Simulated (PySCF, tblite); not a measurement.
Calculations on `CC1=CC[CH][C@H]1C` [radical], in the order of a workflow; each names the level of the geometry that it ran on. Settings lines and outputs come from a driver script.

C7H11 (doublet state).
SMILES with atom numbers: `[CH3:1][C:2]1=[CH:3][CH2:4][CH:5][C@H:6]1[CH3:7]` (hydrogens: H8, H9, H10 on C1; H11 on C3; H12, H13 on C4; H14 on C5; H15 on C6; H16, H17, H18 on C7)

Step 1: GFN2-xTB geometry optimisation, gas phase (tblite 0.8.0) (from a force-field or distance-geometry start)
```json
{"job": {"kind": "relax", "xc": "GFN2-xTB", "basis": "xTB"}, "charge": 0, "multiplicity": 2}
```
```
step      E/eV     max force
  0    -557.12795    2.642
  1    -557.34278    1.250
  2    -557.42604    0.716
...
101    -558.08732    0.019
102    -558.08742    0.020
103    -558.08750    0.016
104    -558.08754    0.012
105    -558.08757    0.010
```

Energy lowered by 22.1 kcal/mol over 105 steps; largest atomic force 0.010 eV/Å at the end. «max force» is the largest atomic force in eV/Å.

Step 2: GFN2-xTB harmonic vibrations, gas phase (tblite 0.8.0) (on the GFN2-xTB geometry)
```json
{"job": {"kind": "ir", "xc": "GFN2-xTB", "basis": "xTB"}, "charge": 0, "multiplicity": 2}
```
```
(table of modes left out)
```

48 modes from 104 to 3149 cm⁻¹ (unscaled, harmonic); zero-point energy 97.1 kcal/mol; all wavenumbers are real at this level.

Step 3: UKS B3LYP, pcH-1 on C H, non-relativistic, mean-field spin-orbit, GIAO (PySCF 2.14.0) (on the GFN2-xTB geometry)
```json
{"job": {"kind": "epr", "basis": "pcH-1"}, "charge": 0, "multiplicity": 2}
```
```
...
E = -273.32273261 Eh   <S^2> = 0.7540 (exact 0.7500)
g shifts (ppm)      1          2          3
  rmc          -140       -140       -140
  gc              5         26         28
  oz_so         -24        512        674
  total        -158        398        563
hyperfine (MHz)  atom isotope    a_iso     a_fc   dipolar eigenvalues
    0   13C      -0.40      -0.40     -0.29     -0.17      0.47
    1   13C       0.12       0.12     -1.33     -0.88      2.21
    2   13C       0.52       0.52     -1.08     -0.98      2.05
    3   13C     -34.29     -34.29     -2.21      0.32      1.89
    4   13C      89.99      89.99    -81.06    -80.88    161.94
    5   13C     -33.02     -33.02     -1.98      0.09      1.89
    6   13C      68.34      68.34     -4.22     -4.07      8.29
    7    1H      -0.15      -0.15     -0.97     -0.92      1.88
    8    1H       0.09       0.09     -1.05     -0.94      1.99
    9    1H      -0.08      -0.08     -0.77     -0.74      1.51
   10    1H      -1.69      -1.69     -1.66     -1.63      3.29
   11    1H     112.74     112.74     -5.02     -3.85      8.87
   12    1H     111.02     111.02     -4.89     -3.76      8.65
   13    1H     -62.86     -62.86    -38.76     -0.04     38.80
   14    1H     106.66     106.66     -5.17     -3.93      9.10
...
```

⟨S²⟩ 0.754; g_iso 2.0026. rmc, gc and oz_so are the mass-correction, gauge-correction and orbital-Zeeman/spin–orbit parts of the g shift along its three principal axes; a_iso is the isotropic hyperfine coupling and a_fc its Fermi-contact part. The log counts atoms from 0, this text from 1.

Q: Which step took the most CPU time, and about what did each take on one thread of an Arm Neoverse V2, no GPU, shared host?

A: Step 3, about 99 % of the total. CPU time by step: 1: 0.47 s, 2: 0.41 s, 3: 60 s.

Geometry of the electronic-property runs (GFN2-xTB):
```
atom  x, y, z in Å
C1     1.9967   -0.7499   -0.0686
C2     0.5155   -0.6003   -0.1249
C3    -0.3995   -1.5354    0.0968
C4    -1.7971   -1.0153   -0.0520
C5    -1.5738    0.4010   -0.4194
C6    -0.1271    0.7271   -0.4596
C7     0.2688    1.8477    0.5213
H8     2.4055   -0.1755    0.7628
H9     2.4514   -0.3787   -0.9868
H10    2.2722   -1.7933    0.0645
H11   -0.2039   -2.5634    0.3510
H12   -2.3580   -1.5696   -0.8187
H13   -2.3747   -1.1295    0.8774
H14   -2.3561    1.1183   -0.5724
H15    0.1856    1.0599   -1.4638
H16   -0.3007    2.7487    0.3056
H17    0.0578    1.5390    1.5425
H18    1.3285    2.0755    0.4326
```

 (This holds for the electronic-property runs.)
